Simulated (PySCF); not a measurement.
# Bond lengths and vibrations by method: CCl2GeH3

Calculated results; nothing here was measured. They come from PySCF 2.14.0, an open-source quantum chemistry program, on an isolated molecule that a program drew, which may never have been made. The molecule is CCl2GeH3 (charge 0, doublet), drawn as the SMILES string `[CH3][Ge]([Cl])[Cl]`.

The geometry was optimised and harmonic frequencies were computed with HF and MP2, all in the cc-pV(D+d)Z basis, for the commonest isotopes, with a restricted reference for singlets and an unrestricted one otherwise, and a frozen core in MP2. Germanium has the cc-pVDZ-PP basis, with a core potential (ECP10MDF) in place of its 10 inner electrons, and its 3s, 3p and 3d shells are frozen in MP2. Each result is a local minimum of its method.

Geometry at the HF minimum:
```xyz
7
CCl2GeH3, angstrom
C    -0.1175    0.7584   -1.8997
Ge   -0.6547    1.8644   -0.3722
Cl    1.0467    3.0806    0.2308
Cl   -1.1297    0.5518    1.2976
H    -0.9469    0.1127   -2.1873
H     0.1630    1.4041   -2.7316
H     0.7369    0.1533   -1.5934
```

Lengths of the bonds as drawn, in Å (atoms numbered as above):
```
bond,HF,MP2
C1-Ge2,1.961,1.965
Ge2-Cl3,2.177,2.176
Ge2-Cl4,2.176,2.176
C1-H5,1.090,1.101
C1-H6,1.090,1.101
C1-H7,1.091,1.103
```

Rotational constants, in GHz:
| constant | HF | MP2 |
|---|---|---|
| A | 3.56 | 3.592 |
| B | 2.128 | 2.107 |
| C | 1.501 | 1.497 |

Harmonic frequencies in cm^-1, each column in rising order, so a row needn't be the same motion in every method:
```
rank    HF   MP2
   1   127   124
   2   148   139
   3   162   150
   4   187   176
   5   404   403
   6   420   424
   7   592   589
   8   846   778
   9   867   800
  10  1348     ?
  11  1541  1441
  12  1545  1446
  13  3191  3090
  14  3300  3213
  15  3306  3223
```

**Estimate the missing MP2 frequency from the HF column.**

A single factor s that minimises the squared misfit of MP2 against s times HF over the other rows is sum(HF x MP2) / sum(HF^2) = 0.9664, with an rms misfit of 26 cm^-1. For rank 10 it gives 0.9664 x 1348 = 1303 cm^-1. The calculation gives 1239 cm^-1, 64 cm^-1 below the estimate. The drawn bonds are on average 0.5 % longer in MP2 than in HF.
